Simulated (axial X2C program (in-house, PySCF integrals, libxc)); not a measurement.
CaF along the bond: PBE0, 2c

Computed with an axial X2C code built on PySCF integrals. Two-component (2c) means X2C with spin–orbit coupling and atomic mean-field two-electron Coulomb and Gaunt terms. Basis: Ca dyall-cv3z [11s12p6d4f], F dyall-av3z [7s6p3d2f] (cores contracted in-house); Gaussian nuclei, density fitting, unrestricted open shells. Masses: Ca 39.963 u, F 18.998 u.

State: Ω = 1/2 (⟨Sz⟩ = 0.50, ⟨Lz⟩ = 0.00 at PBE0). Dipoles are positive if F is the positive end.

```tsv
R (Å)	μ (D)	HOMO (eV)	LUMO (eV)
1.689	-1.375	-3.85	-1.58
1.766	-1.812	-3.97	-1.67
1.825	-2.138	-4.06	-1.73
1.883	-2.463	-4.14	-1.80
1.941	-2.788	-4.22	-1.87
2.009	-3.167	-4.32	-1.94
2.077	-3.547	-4.41	-2.02
2.164	-4.038	-4.52	-2.12
2.271	-4.640	-4.65	-2.24
2.426	-5.523	-4.83	-2.42
```

Q: The minimum lies at 1.938 Å. What is the dipole moment there, and its slope?

A: At PBE0, 2c, with the sign and origin stated: μ = -2.77 D, dμ/dR = -5.58 D/Å.

The state is one determinant whose occupation by symmetry is held fixed; it was picked as the lowest of a PBE0 search that is not exhaustive. Density functionals use the spin component along the axis (collinear).
